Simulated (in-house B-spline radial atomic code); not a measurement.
Br VI (Br5+): [Ar] 3d10 4s1 8p1 (an excited or competing configuration)

Level of theory: Dirac-Hartree-Fock, average of configuration, Fermi nucleus of rms radius 4.1629 fm; calculated with a radial B-spline atomic code at the basis-set limit.

Screening seen three ways: the hydrogenic charge with the same mean radius, Z_r = [3n² - l(l+1)]/(2<r>), the one with the same energy, Z_e = n√(-2ε), and Slater's rules. Values are occupation-weighted means over j. An effective charge above Z reflects the relativistic contraction of the inner shells.

```
shell  electrons   ε (eV)  <r> (bohr)    Z_r    Z_e  Slater
   1s          2   -13655     0.04273  35.11  31.68   34.70
   2s          2  -1914.3      0.1886  31.81  23.72   30.85
   2p          6    -1694      0.1653  30.25  22.32   30.85
   3s          2  -363.48      0.5476  24.65  15.51   23.75
   3p          6  -291.33      0.5601  22.32  13.88   23.75
   3d         10  -171.91      0.5764  18.22  10.66   13.85
   4s          1  -98.737       1.448  16.57  10.78    9.70
   8p          1  -10.871       11.13   8.53   7.15    6.00
```

The least bound orbital is 8p3/2 at -10.86 eV, and it is also the most diffuse (<r> = 11.15 bohr).

Spin-orbit splittings of the orbital energies (j = l + 1/2 above j = l - 1/2 when positive): 2p 47.97 eV, 3p 7.258 eV, 3d 1.173 eV, 8p 0.04668 eV.

For the 1s electron the small component carries 1.61 % of the norm, the zero-frequency Breit interaction raises the level by 21.54 eV, self-energy by 11.38 eV, and vacuum polarisation lowers it by 1.161 eV.
